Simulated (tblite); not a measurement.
Compound: 2,2,2-trifluoroethyl acrylate, C5H5F3O2.
SMILES with atom numbers: `[CH2:1]=[CH:2][C:3](=[O:4])[O:5][CH2:6][C:7]([F:8])([F:9])[F:10]` (hydrogens: H11, H12 on C1; H13 on C2; H14, H15 on C6)

Geometry (GFN2-xTB, Å), atoms numbered from 1 in this order:
```xyz
15
C5H5F3O2 angstrom
C     -3.1376   -0.1884    0.2675
C     -1.9730    0.4346    0.3872
C     -0.7904   -0.0239   -0.3582
O     -0.7392   -0.9354   -1.1380
O      0.2873    0.7539   -0.0563
C      1.5145    0.3977   -0.6465
C      2.4110   -0.2843    0.3881
F      2.7804    0.5460    1.3695
F      1.8133   -1.3284    0.9659
F      3.5372   -0.7358   -0.1817
H     -3.2341   -1.0410   -0.3852
H     -4.0137    0.1252    0.8080
H     -1.8186    1.2887    1.0280
H      2.0121    1.3053   -0.9972
H      1.3464   -0.3062   -1.4730
```

Method: GFN2-xTB as coded in tblite; computed harmonic values from a numerical Hessian at the method's own geometry, unscaled. This tight-binding method is rough: wavenumbers can miss measured ones by several per cent, in bad cases by 10 to 20. One conformer, not necessarily the lowest.

Harmonic wavenumbers (cm⁻¹): 33.9, 35.5, 59.4, 107.1, 192.0, 226.9, 270.6, 334.1, 357.6, 452.4, 469.7, 472.3, 531.7, 610.3, 651.0, 766.7, 816.3, 855.8, 918.7, 946.5, 1015.0, 1039.3, 1065.2, 1079.9, 1111.1, 1116.7, 1181.1, 1212.9, 1263.5, 1296.8, 1373.1, 1388.6, 1668.5, 1772.1, 2924.2, 2984.5, 3099.6, 3104.6, 3142.4.

A = 3217, B = 677.4, C = 652.6 MHz; mass 154.024 u (most abundant isotopes); point group C1, symmetry number 1.

What is the zero-point energy?

½Σν̃ = 20974 cm⁻¹ = 59.97 kcal/mol.

What is S at 273.15 K and 1 bar for an ideal gas of classical rigid rotors and harmonic oscillators?

Translation 40.60, rotation 29.54, vibration 29.60: S = 99.7 cal/(mol K).

And Cp and H(273.15 K) − H(0)?

Cp = 34.94 cal/(mol K), of which vibrations give 26.99 (their classical limit is 39 R = 77.5); H(273.15 K) − H(0) = 6.09 kcal/mol without the zero-point energy, 3.92 from vibrations.

Blend soft modes into free rotors: weight 1/[1 + (100 cm⁻¹/ν̃)⁴] for the oscillator and the rest for a rotor with moment μB/(μ + B), μ = h/(8π²ν), B = 10⁻⁴⁴ kg m². What vibrational entropy results?

25.48 cal/(mol K) in place of 29.60, which changes −T·S at 273.15 K by +1.13 kcal/mol.

How do the functions run with temperature in this model?

```tsv
T (K)	S (cal/(mol K))	Cp (cal/(mol K))	H − H(0) (kcal/mol)	G − H(0) (kcal/mol)	ln q(vib)
50	62.4	14.6	0.57	-2.55	1.17
100	73.9	19.1	1.41	-5.98	2.81
298.15	102.9	37.2	6.99	-23.68	8.33
373.15	111.9	43.4	10.02	-31.74	10.27
500	125.9	52.0	16.10	-46.84	13.43
750	149.3	63.0	30.60	-81.34	19.24
1000	168.3	69.5	47.23	-121.11	24.46
```

q(vib) and H(0) count from the zero-point level.

Which modes carry the vibrational entropy at 273.15 K?

33.9 cm⁻¹: 5.41; 35.5 cm⁻¹: 5.32; 59.4 cm⁻¹: 4.30; 107.1 cm⁻¹: 3.15; 192.0 cm⁻¹: 2.05; 226.9 cm⁻¹: 1.75 cal/(mol K); the other 33 give 7.62 together.

What must be added to the electronic energy to get the Gibbs energy at 273.15 K and 1 bar?

ZPE + [H(273.15 K) − H(0)] − T·S = 59.97 + 6.09 − 27.24 = 38.82 kcal/mol.

Hindered rotation and anharmonicity are outside this model. Other conformers, if any are populated, would add a mixing term that is left out. The structure is chiral; the term R ln 2 for an equal mix with its mirror image is left out.
